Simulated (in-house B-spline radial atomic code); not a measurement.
# Ionising Ga IV (Ga3+) with different functionals

Computed with a radial B-spline atomic code at the basis-set limit: non-relativistic Hamiltonian, point nucleus, spin-polarised at highest spin, spherical fractional occupations for the functionals, and exact exchange of hybrids averaged over the configuration. The ionisation energy is the difference of two self-consistent energies, [Ar] 3d10 → [Ar] 3d9, without Breit or QED terms; ε is the level of the shell that loses the electron (its least bound occupied spin orbital). There is no spin-orbit coupling in this Hamiltonian.

```
   method                    rung  ΔSCF (eV)  -ε(3d) (eV)
     PBE0           global hybrid      63.65        56.29
    B3LYP           global hybrid      63.89        55.77
    TPSSh           global hybrid      63.73        54.11
   M06-2X           global hybrid      63.15        60.16
BHandHLYP           global hybrid      63.30        59.74
  r2SCAN0           global hybrid      63.92        56.62
    B97-1           global hybrid      63.67        55.70
    HSE06  range-separated hybrid      63.62        55.84
    wB97X  range-separated hybrid      63.42        58.39
CAM-B3LYP  range-separated hybrid      63.85        57.80
  LC-wPBE  range-separated hybrid      63.90        58.42
```

Problem. Among the functionals, which spreads more, the ΔSCF values or the orbital energies?

Solution. The orbital energies: ΔSCF values span about 0.78 eV and the orbital energies 6.05 eV; here energy differences depend much less on the functional than eigenvalues do.

Problem. How do they compare with the NIST value?

Solution. NIST lists 63.24 eV ± 0.009 (measured, ground level to ground level). Errors run from -0.09 to +0.68 eV; BHandHLYP is closest (+0.05 eV), but part of that can be cancellation, since the calculations leave out relativity, Breit-QED terms, multiplet and fine-structure energies.
